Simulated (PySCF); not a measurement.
Si(Cl)(OH)2(NH2) (ClH₄NO₂Si), SMILES N[Si](O)(O)Cl.

Geometry: PBE0-D3(BJ)/def2-SVP. This is a generated structure with no PubChem entry under its InChIKey; it may be hypothetical. Other conformers were not sampled.

Two levels are set side by side: PBE/def2-TZVP (PySCF) and r2SCAN/def2-TZVP (PySCF). Same geometry, gas phase. Differences are taken from unrounded values.

```tsv
quantity	r2SCAN
orbital gap (eV)	7.18
highest occupied level (eV)	-6.87
lowest empty level (eV)	0.31
dipole moment (D)	1.53
mean polarisability (bohr³)	48.1
```

Q: What does PBE give, and how far is it from r2SCAN? (An estimate is asked for; the answer gives what the named calculation found.)

A: 
```csv
quantity,PBE,PBE minus r2SCAN
orbital gap (eV),6.15,-1.03
highest occupied level (eV),-6.53,0.34
lowest empty level (eV),-0.38,-0.69
dipole moment (D),1.50,-0.03
mean polarisability (bohr³),50.0,1.9
```

Rough cost on one machine, each run with all the roots and properties that it gave: r2SCAN against PBE about 3 times.
